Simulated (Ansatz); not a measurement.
Ansatz (a quantum-chemistry and plane-wave program) input (wB97X-V/def2-TZVPD):

Ansatz 0.2 input:
```yaml
crystal:
  periodic: [false, false, false]
  atoms:
    - {symbol: Ca, position_ang: [-0.00000000, -0.00000000, -1.07099997]}
    - {symbol: Cl, position_ang: [0.00000000, 0.00000000, 1.25999996]}
basis:
  gaussian:
    orbitals: def2-TZVPD
hamiltonian:
  xc: {name: wB97X-V}
total_charge: 1
magnetization: {spin_polarized: true, initial_magnetization: 2}
```

Output:

```
Functional definition: wB97X-V
integrals: 0.04 GiB planned
663 factors; their error is unknown
integrals: 0.07 GiB planned
174 factors; integrals over basis functions are off by at most 9.4e-5 eV
mean field: 0.48 GiB planned
mean field evaluation 1: about -30945.8707 eV, gradient 1.8e1 eV
mean field evaluation 2: about -30947.1708 eV, gradient 1.0e1 eV
mean field evaluation 4: about -30947.4743 eV, gradient 5.4e-1 eV
mean field evaluation 8: about -30947.4961 eV, gradient 9.7e-2 eV
mean field evaluation 16: about -30947.5304 eV, gradient 2.4e-3 eV
mean field evaluation 32: about -30947.1938 eV, gradient 4.6e0 eV
mean field -30947.53041027 eV, -1137.3007655881 hartree, gradient 5.2e-6 eV, S^2 2.003030; 5 other end points of the search recorded, 0 dependent functions left out
reference -30947.53041245 eV, -1137.3007656682 hartree; 19, 17 occupied and 63, 65 virtual orbitals, 663 factors
Total energy: -30947.53041245 eV, -1137.3007656682 hartree
```

This state (charge 1, triplet) is run at the relaxed geometry of the species with charge 1 and multiplicity 1, and is a spin state other than that species' own.
